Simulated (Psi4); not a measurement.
Input for Psi4: SAPT0/jun-cc-pV(D+d)Z on C2H10Si (a complex), monomers drawn apart or pushed together.

```
memory 2025 MB

molecule dimer {
0 1
Si   -0.01941855    0.30518365    0.28513973
H    -1.49070414    0.40063928    0.41075647
H     0.43566956   -1.01323627    0.77953210
H     0.61669308    1.37665619    1.08327955
H     0.36471552    0.45689561   -1.13688620
--
0 1
C    -0.70419009   -0.49592177    6.93949827
C     0.77587436   -0.65564712    7.27314792
H    -1.04554082   -1.27952542    6.26017545
H    -0.90261210    0.46571908    6.46208033
H    -1.32236575   -0.54910840    7.83778723
H     0.97278783   -1.61663466    7.75233529
H     1.11592361    0.12815674    7.95277261
H     1.39363193   -0.60310905    6.37487128
units angstrom
symmetry c1
no_reorient
no_com
}

set {
  basis jun-cc-pV(D+d)Z
  scf_type df
  freeze_core true
}

energy('sapt0')
```

Program output:

```
[...]
==> Input File <==

--------------------------------------------------------------------------
memory 2025 MB

molecule dimer {
0 1
Si   -0.01941855    0.30518365    0.28513973
H    -1.49070414    0.40063928    0.41075647
H     0.43566956   -1.01323627    0.77953210
H     0.61669308    1.37665619    1.08327955
H     0.36471552    0.45689561   -1.13688620
--
0 1
C    -0.70419009   -0.49592177    6.93949827
C     0.77587436   -0.65564712    7.27314792
H    -1.04554082   -1.27952542    6.26017545
H    -0.90261210    0.46571908    6.46208033
H    -1.32236575   -0.54910840    7.83778723
H     0.97278783   -1.61663466    7.75233529
H     1.11592361    0.12815674    7.95277261
H     1.39363193   -0.60310905    6.37487128
units angstrom
symmetry c1
no_reorient
no_com
}

set {
  basis jun-cc-pV(D+d)Z
  scf_type df
  freeze_core true
}

energy('sapt0')
--------------------------------------------------------------------------


   => Loading Basis Set <=

    Name: JUN-CC-PV(D+D)Z
    Role: ORBITAL
    Keyword: BASIS
    atoms 1         entry SI         line   566 file jun-cc-pv_dpd_z.gbs
    atoms 2-5, 8-13 entry H          line    60 file jun-cc-pv_dpd_z.gbs
    atoms 6-7       entry C          line   188 file jun-cc-pv_dpd_z.gbs

   => Loading Basis Set <=

    Name: JUN-CC-PV(D+D)Z
    Role: ORBITAL
    Keyword: BASIS
    atoms 1         entry SI         line   566 file jun-cc-pv_dpd_z.gbs
    atoms 2-5, 8-13 entry H          line    60 file jun-cc-pv_dpd_z.gbs
    atoms 6-7       entry C          line   188 file jun-cc-pv_dpd_z.gbs


  //>>>>>>>>>>>>>>>>>>>>>>>>>>>>>>>>>>>//
  //              Dimer HF             //
  //<<<<<<<<<<<<<<<<<<<<<<<<<<<<<<<<<<<//

   => Libint2 <=

    Primary   basis highest AM E, G, H:  7, 6, 3
    Auxiliary basis highest AM E, G, H:  7, 7, 4
    Onebody   basis highest AM E, G, H:  -, -, -
    Solid Harmonics ordering:            Gaussian


   => Loading Basis Set <=

    Name: JUN-CC-PV(D+D)Z
    Role: ORBITAL
    Keyword: BASIS
    atoms 1         entry SI         line   566 file jun-cc-pv_dpd_z.gbs
    atoms 2-5, 8-13 entry H          line    60 file jun-cc-pv_dpd_z.gbs
    atoms 6-7       entry C          line   188 file jun-cc-pv_dpd_z.gbs


         ---------------------------------------------------------
                                   SCF
               by Justin Turney, Rob Parrish, Andy Simmonett
                          and Daniel G. A. Smith
                              RHF Reference
                        1 Threads,   1931 MiB Core
         ---------------------------------------------------------

  ==> Geometry <==

    Molecular point group: c1
    Full point group: C1

    Geometry (in Angstrom), charge = 0, multiplicity = 1:

       Center              X                  Y                   Z               Mass
    ------------   -----------------  -----------------  -----------------  -----------------
         SI          -0.019418550000     0.305183650000     0.285139730000    27.976926534650
         H           -1.490704140000     0.400639280000     0.410756470000     1.007825032230
         H            0.435669560000    -1.013236270000     0.779532100000     1.007825032230
         H            0.616693080000     1.376656190000     1.083279550000     1.007825032230
         H            0.364715520000     0.456895610000    -1.136886200000     1.007825032230
         C           -0.704190090000    -0.495921770000     6.939498270000    12.000000000000
         C            0.775874360000    -0.655647120000     7.273147920000    12.000000000000
         H           -1.045540820000    -1.279525420000     6.260175450000     1.007825032230
         H           -0.902612100000     0.465719080000     6.462080330000     1.007825032230
         H           -1.322365750000    -0.549108400000     7.837787230000     1.007825032230
         H            0.972787830000    -1.616634660000     7.752335290000     1.007825032230
         H            1.115923610000     0.128156740000     7.952772610000     1.007825032230
         H            1.393631930000    -0.603109050000     6.374871280000     1.007825032230

  Running in c1 symmetry.

  Rotational constants: A =      0.50273  B =      0.01090  C =      0.01080 [cm^-1]
  Rotational constants: A =  15071.50240  B =    326.88379  C =    323.80244 [MHz]
  Nuclear repulsion =   88.356459077004629

  Charge       = 0
  Multiplicity = 1
  Electrons    = 36
  Nalpha       = 18
  Nbeta        = 18

  ==> Algorithm <==

  SCF Algorithm Type is DF.
  DIIS enabled.
  MOM disabled.
  Fractional occupation disabled.
  Guess Type is SAD.
  Energy threshold   = 1.00e-08
  Density threshold  = 1.00e-08
  Integral threshold = 1.00e-12

  ==> Primary Basis <==

  Basis Set: JUN-CC-PV(D+D)Z
    Blend: JUN-CC-PV(D+D)Z
    Number of shells: 57
    Number of basis functions: 113
    Number of Cartesian functions: 117
    Spherical Harmonics?: true
    Max angular momentum: 2

   => Loading Basis Set <=

    Name: (JUN-CC-PV(D+D)Z
[...]
031    86A      2.335114    87A      2.335612
      88A      2.347662    89A      2.366970    90A      2.463053
      91A      2.463541    92A      2.497203    93A      2.552452
      94A      2.552536    95A      2.795347    96A      2.831435
      97A      2.832103    98A      2.832970    99A      2.853341
     100A      2.888391   101A      2.888725   102A      2.949835
     103A      2.950961   104A      4.627055   105A      6.643668
     106A      6.643758   107A      6.714441   108A      6.714507
     109A      6.714513   110A     14.138967   111A     14.140383
     112A     14.144585   113A    103.592306

    Final Occupation by Irrep:
              A
    DOCC [     9 ]
    NA   [     9 ]
    NB   [     9 ]

  @DF-RHF Final Energy:   -79.23540821158579

   => Energetics <=

    Nuclear Repulsion Energy =             42.2661096548517889
    One-Electron Energy =                -189.0633631481485395
    Two-Electron Energy =                  67.5618452817109585
    Total Energy =                        -79.2354082115857921

Computation Completed


Properties will be evaluated at   0.000000,   0.000000,   0.000000 [a0]

Properties computed using the SCF density matrix


 Multipole Moments:

 ------------------------------------------------------------------------------------
     Multipole            Electronic (a.u.)      Nuclear  (a.u.)        Total (a.u.)
 ------------------------------------------------------------------------------------

 L = 1.  Multiply by 2.5417464519 to convert [e a0] to [Debye]
 Dipole X            :         -1.2131111            1.2130725           -0.0000386
 Dipole Y            :         19.5849592          -19.5849610           -0.0000018
 Dipole Z            :       -241.7257957          241.7260168            0.0002211
 Magnitude           :                                                    0.0002245

 ------------------------------------------------------------------------------------

  Constructing Basis Sets for SAPT...

   => Loading Basis Set <=

    Name: (JUN-CC-PV(D+D)Z AUX)
    Role: RIFIT
    Keyword: DF_BASIS_SAPT
    atoms 1         entry SI         line   376 file jun-cc-pvdz-ri.gbs
    atoms 2-5, 8-13 entry H          line    30 file jun-cc-pvdz-ri.gbs
    atoms 6-7       entry C          line   100 file jun-cc-pvdz-ri.gbs

   => Loading Basis Set <=

    Name: (JUN-CC-PV(D+D)Z AUX)
    Role: JKFIT
    Keyword: DF_BASIS_ELST
    atoms 1         entry SI         line   506 file jun-cc-pvdz-jkfit.gbs
    atoms 2-5, 8-13 entry H          line    70 file jun-cc-pvdz-jkfit.gbs
    atoms 6-7       entry C          line   146 file jun-cc-pvdz-jkfit.gbs


  //>>>>>>>>>>>>>>>>>>>>>>>>>>>>>>>>>>>//
  //               SAPT0               //
  //<<<<<<<<<<<<<<<<<<<<<<<<<<<<<<<<<<<//



        SAPT0
    Ed Hohenstein
     6 June 2009

      Orbital Information
  --------------------------
    NSO        =       113
    NMO        =       113
    NRI        =       355
    NRI (Elst) =       509
    NOCC A     =         9
    NOCC B     =         9
    FOCC A     =         5
    FOCC B     =         2
    NVIR A     =       104
    NVIR B     =       104

    Elst10,r            =    -0.000002310764 [Eh]
    Exch10              =     0.000000090678 [Eh]
    Exch10 (S^2)        =     0.000000090678 [Eh]

    Maxiter = 50
    CPHF R converge = 1.000000E-08

    Iter     Energy [mEh]          dE [mEh]         Residual      Time [s]
       1      -0.00001131       0.000011305     1.239152e-05             0
       2      -0.00001325       0.000001940     3.313479e-06             0
       3      -0.00001318      -0.000000060     4.560028e-07             0
       4      -0.00001317      -0.000000014     5.730157e-08             0
       5      -0.00001317       0.000000004     1.080639e-08             0
       6      -0.00001317      -0.000000001     2.030566e-09             0

    CHF Iterations converged

    Maxiter = 50
    CPHF R converge = 1.000000E-08

    Iter     Energy [mEh]          dE [mEh]         Residual      Time [s]
       1      -0.00004020       0.000040197     3.466481e-05             0
       2      -0.00004517       0.000004970     1.256447e-05             0
       3      -0.00004710       0.000001935     2.483576e-06             0
       4      -0.00004704      -0.000000057     7.348403e-07             0
       5      -0.00004696      -0.000000082     1.133975e-07             0
       6      -0.00004697       0.000000008     2.287554e-08             0
       7      -0.00004697       0.000000000     6.792932e-09             0

    CHF Iterations converged

    Ind20,r (A<-B)      =    -0.000000013174 [Eh]
    Ind20,r (B<-A)      =    -0.000000046970 [Eh]
    Ind20,r             =    -0.000000060144 [Eh]
    Exch-Ind20,r (A<-B) =     0.000000004358 [Eh]
    Exch-Ind20,r (B<-A) =     0.000000001457 [Eh]
    Exch-Ind20,r        =     0.000000005815 [Eh]
    Disp20              =    -0.000058229227 [Eh]
    Disp20 (SS)         =    -0.000029114614 [Eh]
    Disp20 (OS)         =    -0.000029114614 [Eh]
    Exch-Disp20         =     0.000000013480 [Eh]
    Exch-Disp20 (SS)    =     0.000000010087 [Eh]
    Exch-Disp20 (OS)    =     0.000000003393 [Eh]

    SAPT Results
  --------------------------------------------------------------------------------------------------------
    Electrostatics                 -0.00231076 [mEh]      -0.00145003 [kcal/mol]      -0.00606691 [kJ/mol]
      Elst10,r                     -0.00231076 [mEh]      -0.00145003 [kcal/mol]      -0.00606691 [kJ/mol]

    Exchange                        0.00009068 [mEh]       0.00005690 [kcal/mol]       0.00023807 [kJ/mol]
      Exch10                        0.00009068 [mEh]       0.00005690 [kcal/mol]       0.00023807 [kJ/mol]
      Exch10(S^2)                   0.00009068 [mEh]       0.00005690 [kcal/mol]       0.00023807 [kJ/mol]

    Induction                      -0.00005962 [mEh]      -0.00003741 [kcal/mol]      -0.00015652 [kJ/mol]
      Ind20,r                      -0.00006014 [mEh]      -0.00003774 [kcal/mol]      -0.00015791 [kJ/mol]
      Exch-Ind20,r                  0.00000582 [mEh]       0.00000365 [kcal/mol]       0.00001527 [kJ/mol]
      delta HF,r (2)               -0.00000529 [mEh]      -0.00000332 [kcal/mol]      -0.00001388 [kJ/mol]

    Dispersion                     -0.05821575 [mEh]      -0.03653093 [kcal/mol]      -0.15284542 [kJ/mol]
      Disp20                       -0.05822923 [mEh]      -0.03653939 [kcal/mol]      -0.15288082 [kJ/mol]
      Exch-Disp20                   0.00001348 [mEh]       0.00000846 [kcal/mol]       0.00003539 [kJ/mol]
      Disp20 (SS)                  -0.02911461 [mEh]      -0.01826970 [kcal/mol]      -0.07644041 [kJ/mol]
      Disp20 (OS)                  -0.02911461 [mEh]      -0.01826970 [kcal/mol]      -0.07644041 [kJ/mol]
      Exch-Disp20 (SS)              0.00001009 [mEh]       0.00000633 [kcal/mol]       0.00002648 [kJ/mol]
      Exch-Disp20 (OS)              0.00000339 [mEh]       0.00000213 [kcal/mol]       0.00000891 [kJ/mol]

  Total HF                         -0.00227970 [mEh]      -0.00143053 [kcal/mol]      -0.00598536 [kJ/mol]
  Total SAPT0                      -0.06049545 [mEh]      -0.03796147 [kcal/mol]      -0.15883078 [kJ/mol]

  Special recipe for scaled SAPT0 (see Manual):
    Electrostatics sSAPT0          -0.00231076 [mEh]      -0.00145003 [kcal/mol]      -0.00606691 [kJ/mol]
    Exchange sSAPT0                 0.00009068 [mEh]       0.00005690 [kcal/mol]       0.00023807 [kJ/mol]
    Induction sSAPT0               -0.00005962 [mEh]      -0.00003741 [kcal/mol]      -0.00015652 [kJ/mol]
    Dispersion sSAPT0              -0.05821575 [mEh]      -0.03653093 [kcal/mol]      -0.15284542 [kJ/mol]
  Total sSAPT0                     -0.06049545 [mEh]      -0.03796147 [kcal/mol]      -0.15883078 [kJ/mol]
  --------------------------------------------------------------------------------------------------------



*** Psi4 exiting successfully. Buy a developer a beer!
```

The run finished.

Cost: very roughly 6 core-seconds.
